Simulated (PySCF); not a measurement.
Compound: C6H14Ge.
Atom-mapped SMILES: `[CH3:1][CH2:2][C@@H:3]1[CH2:4][CH2:5][Ge@@H:6]1[CH3:7]` (hydrogens: H8, H9, H10 on C1; H11, H12 on C2; H13 on C3; H14, H15 on C4; H16, H17 on C5; H18 on Ge6; H19, H20, H21 on C7)

Level of theory: PBE0-D3(BJ)/def2-SVP geometry optimisation, gas phase (PySCF).

(1) Give the optimised bond lengths and angles.

Results:

(1) 
| bond | length (Å) | order |
| --- | --- | --- |
| C1–C2 | 1.520 | single |
| C2–C3 | 1.523 | single |
| C3–C4 | 1.553 | single |
| C4–C5 | 1.548 | single |
| C5–Ge6 | 1.979 | single |
| Ge6–C7 | 1.954 | single |
| C3–Ge6 | 1.996 | single |
| C1–H8, C1–H9, C1–H10 | 1.102 | single |
| C2–H11 | 1.106 | single |
| C2–H12 | 1.107 | single |
| C3–H13 | 1.102 | single |
| C4–H14 | 1.102 | single |
| C4–H15 | 1.105 | single |
| C5–H16 | 1.101 | single |
| C5–H17 | 1.099 | single |
| Ge6–H18 | 1.546 | single |
| C7–H19, C7–H20, C7–H21 | 1.100 | single |

Bonds in one row agree within 0.01 Å and their mean is given. Orders are formal, as drawn. A selection of angles:
| angle | degrees |
| --- | --- |
| C2–C1–H8 | 111.5 |
| H8–C1–H9 | 107.6 |
| C1–C2–C3 | 113.8 |
| C1–C2–H11 | 109.7 |
| C1–C2–H12 | 109.2 |
| C3–C2–H11 | 110.0 |
| C3–C2–H12 | 108.7 |
| H11–C2–H12 | 105.1 |
| C2–C3–C4 | 113.8 |
| C2–C3–Ge6 | 114.4 |
| C2–C3–H13 | 109.6 |
| C4–C3–Ge6 | 87.3 |
| C4–C3–H13 | 113.4 |
| Ge6–C3–H13 | 116.8 |
| C3–C4–C5 | 103.3 |
| C3–C4–H14 | 109.8 |
| C3–C4–H15 | 113.1 |
| C5–C4–H14 | 109.7 |
| C5–C4–H15 | 114.5 |
| H14–C4–H15 | 106.5 |
| C4–C5–Ge6 | 88.1 |
| C4–C5–H16 | 112.4 |
| C4–C5–H17 | 116.0 |
| Ge6–C5–H16 | 110.6 |
| Ge6–C5–H17 | 120.2 |
| H16–C5–H17 | 108.4 |
| C5–Ge6–C7 | 118.9 |
| C5–Ge6–H18 | 113.7 |
| C7–Ge6–H18 | 110.2 |
| C3–Ge6–C5 | 75.4 |
| C3–Ge6–C7 | 120.6 |
| C3–Ge6–H18 | 114.2 |
| Ge6–C7–H19 | 110.4 |
| Ge6–C7–H21 | 111.1 |
| H19–C7–H20 | 108.5 |
| H19–C7–H21 | 108.6 |

Torsions: C1–C2–C3–C4 177° (antiperiplanar); C2–C3–C4–C5 -95° (anticlinal); C3–C4–C5–Ge6 -21° (synperiplanar); C4–C5–Ge6–C7 133° (anticlinal); C2–C3–Ge6–C5 99° (anticlinal).

The C–Ge distances run from 1.954 Å (Ge6–C7, drawn single) to 1.996 Å (C3–Ge6, drawn single), a spread of 0.042 Å. Ge6 (germanium bonded to 3 C and H) has angles from 75.4° to 120.6°. The 4 C–C bonds span 1.520 Å (C1–C2, drawn single) to 1.553 Å (C3–C4, drawn single), a spread of 0.033 Å. Of the pairs four or more bonds apart, C7···H8 is among the closest relative to their van der Waals radii: 2.94 Å, 102 % of the sum of Bondi's values. The 4-membered ring C3–C4–C5–Ge6 has internal angles of 75.4° to 103.3° (sum 354°, against 360° for a flat polygon); it is puckered, 0.13 Å rms from its mean plane, widest ring torsion 21°.

Point group: C1 (no symmetry element, even within 0.4 Å). No frequency check. One conformer, not necessarily the lowest.
